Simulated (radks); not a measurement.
The numbers below are computed, except where a source is named.
Os III, configuration [Kr] 4d10 4f14 5s1 5p6 5d6 5f1 (not the ground configuration). Level of theory: Dirac Kohn-Sham, PBE, spin-unpolarised, spherical densities, point nucleus; open shells fill j = l - 1/2 first (a radial shooting solver on a logarithmic mesh with Libxc functionals).

Unscreened Slater integrals over Kohn-Sham orbitals (hartree). Large and small components are both included. Empty in this configuration: 6s1/2.

| integral | value |
|---|---|
| F0(5f5/2,5f5/2) | 0.17193 |
| F2(5f5/2,5f5/2) | 0.089440 |
| F4(5f5/2,5f5/2) | 0.058155 |
| F0(5f5/2,5d5/2) | 0.22210 |
| F2(5f5/2,5d5/2) | 0.046971 |
| F4(5f5/2,5d5/2) | 0.020589 |
| G1(5f5/2,5d5/2) | 0.029260 |
| G3(5f5/2,5d5/2) | 0.017183 |
| G5(5f5/2,5d5/2) | 0.011902 |
| F0(5f5/2,5d3/2) | 0.22237 |
| F2(5f5/2,5d3/2) | 0.045182 |
| G1(5f5/2,5d3/2) | 0.027059 |
| G3(5f5/2,5d3/2) | 0.015911 |
| F0(5f5/2,5p3/2) | 0.22419 |
| F2(5f5/2,5p3/2) | 0.029624 |
| G2(5f5/2,5p3/2) | 0.0075403 |
| G4(5f5/2,5p3/2) | 0.0050309 |
| F0(5f5/2,6s1/2) | 0.21505 |
| G3(5f5/2,6s1/2) | 0.042737 |
| F0(5d5/2,5d5/2) | 0.56392 |
| F2(5d5/2,5d5/2) | 0.29475 |
| F4(5d5/2,5d5/2) | 0.19562 |
| F0(5d5/2,5d3/2) | 0.57181 |
| F2(5d5/2,5d3/2) | 0.29871 |
| G2(5d5/2,5d3/2) | 0.29838 |
| G4(5d5/2,5d3/2) | 0.19809 |
| F0(5d5/2,5p3/2) | 0.63959 |
| F2(5d5/2,5p3/2) | 0.31859 |
| G1(5d5/2,5p3/2) | 0.38456 |
| G3(5d5/2,5p3/2) | 0.23821 |
| F0(5d5/2,6s1/2) | 0.42106 |
| G2(5d5/2,6s1/2) | 0.10846 |
| F0(5d3/2,5d3/2) | 0.58010 |
| F2(5d3/2,5d3/2) | 0.30326 |
| F0(5d3/2,5p3/2) | 0.65181 |
| F2(5d3/2,5p3/2) | 0.32880 |
| G1(5d3/2,5p3/2) | 0.40296 |
| G3(5d3/2,5p3/2) | 0.24959 |
| F0(5d3/2,6s1/2) | 0.42371 |
| G2(5d3/2,6s1/2) | 0.10161 |
| F0(5p3/2,5p3/2) | 0.76326 |
| F2(5p3/2,5p3/2) | 0.41211 |
| F0(5p3/2,6s1/2) | 0.44470 |
| G1(5p3/2,6s1/2) | 0.040680 |
| F0(6s1/2,6s1/2) | 0.36350 |
